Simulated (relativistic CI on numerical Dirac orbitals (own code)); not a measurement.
# Line list: Electric-dipole lines, Mg I

Method of calculation: Dirac-Coulomb-Breit CI, separate exchange-only KLI orbitals for each configuration, model QED (radiative potential, 1s self-energy scaled to tabulated hydrogen-like ionisation energies), valence Slater integrals scaled by 0.85, P86 correlation energy added to each configuration (own radial code, finite nucleus).

Configuration list (outside the closed core [Ne]): 3s², 3s3p, 3s4s, 3s3d, 3s4p, 3s5s, 3s4d, 3s5p, 3s4f, 3s6s, 3s5d, 3s6p, 3s5f, 3p², 3d², 3p4s, 3s5g, 3p3d, 3s6d, 4s², 3d4s. Levels of other configurations are missing.

```tsv
λ vac (Å)	Lower	Upper	A (s⁻¹)	log gf	S velocity/length
1715.7	3s² ¹S0 [1]	3s6p ¹P°1 [42]	1.01e+07	-1.88	1.01
1799.5	3s² ¹S0 [1]	3s5p ¹P°1 [25]	3.59e+07	-1.28	0.59
1988.4	3s² ¹S0 [1]	3s4p ¹P°1 [15]	1.28e+08	-0.64	0.54
2821.1	3s3p ³P°1 [3]	3p² ³P2 [28]	1.44e+08	-0.07	0.81
2822.6	3s3p ³P°0 [2]	3p² ³P1 [27]	1.92e+08	-0.16	0.81
2824.0	3s3p ³P°2 [4]	3p² ³P2 [28]	4.32e+08	0.41	0.81
2824.1	3s3p ³P°1 [3]	3p² ³P1 [27]	1.44e+08	-0.29	0.81
2825.5	3s3p ³P°1 [3]	3p² ³P0 [26]	5.75e+08	-0.16	0.81
2827.0	3s3p ³P°2 [4]	3p² ³P1 [27]	2.39e+08	-0.07	0.81
2902.2	3s² ¹S0 [1]	3s3p ¹P°1 [5]	4.75e+08	0.26	0.86
7488.5	3s3p ¹P°1 [5]	3s3d ³D1 [11]	2.17e+01	-6.26	0.90
7488.6	3s3p ¹P°1 [5]	3s3d ³D2 [10]	1.59e-02	-9.17	1.26
8547.8	3s3p ¹P°1 [5]	3s3d ¹D2 [8]	2.17e+07	0.08	0.52
```

Terms are leading LS components. Brackets give the number of a level in order of energy, since labels repeat. The list gives strong lines, with weight on those to low levels, among the lowest 54 of 86 levels, so that lines to higher ones, which can be the strongest, are missing, and without lines across small gaps between configurations, and without 74 lines that miss the measured interval by over 3.5 %, start from a term whose rates miss tabulated ones by over 60 %, have gauges far apart or, lacking measured levels, span too small a gap for the errors found; lines with a level outside our table were not tested and can miss by more. Levels whose partners in the same complex of configurations lie outside the list can be far off, and so can their lines. Rates are taken at the computed energies, electric ones in the length gauge. A velocity-to-length ratio far from 1 marks an uncertain rate.

For a near-neutral ion this model can misplace configurations by up to about 10,000 cm⁻¹ (more where the count of f electrons changes) and terms by 10 to 25 % of their spread. Rates follow the energies as ν³ (E1, M1) or ν⁵ (E2), so they and the lifetimes can be off by large factors. The fine structure of a lone outer electron comes out too small, for d and f at times inverted, and misplaced configurations move strength between like terms. 45 of the 45 excited levels that our extract of the measured tables holds in this range could be paired (the sources list more); they are missed by 886 cm⁻¹ on average and 2136 at most, and levels without a partner can miss by more.

(1) From the table, what is the radiative lifetime of 3p² ³P1?

Results:

(1) The listed rates from this level add up to about 5.75e+08 s⁻¹, 100 % of its decay; with all channels τ = 1.74e-09 s.
